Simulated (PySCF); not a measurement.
Delta-SCF ions had no search for a lower state. Excitations are Tamm–Dancoff values on a coarser integration grid. The basis has no diffuse functions, so Rydberg states are missing or too high.

**H3Cl2GaSi, SMILES `[SiH3][Ga]([Cl])[Cl]` (charge 0, multiplicity 1)**

The numbers are results of ωB97X-D3(BJ)/def2-TZVP (PySCF), not measurements.

- HOMO = -10.73 eV
- dipole moment = 2.71 D
- HOMO–LUMO gap = 10.60 eV
- LUMO = -0.12 eV
- S1 excitation (TDA) = 5.52 eV
- S1 oscillator strength = 0.025
- brightest of the four lowest singlets (TDA) = 7.05 eV
- T1 excitation (TDA) = 4.80 eV
- S1–T1 gap (TDA) = 0.72 eV
- vertical ionisation energy (Delta-SCF) = 10.67 eV
- total energy = -3136.7120 Ha
- cost = roughly 4 core-minutes

```xyz
7

Si    -1.1462    -0.0334    -0.0669
Ga     1.2267     0.0363     0.0693
Cl     2.3701     1.8373     0.1762
Cl     2.4331    -1.7274     0.1214
H     -1.6729    -0.4130     1.2658
H     -1.6689     1.2962    -0.4555
H     -1.5409    -1.0530    -1.0664
```
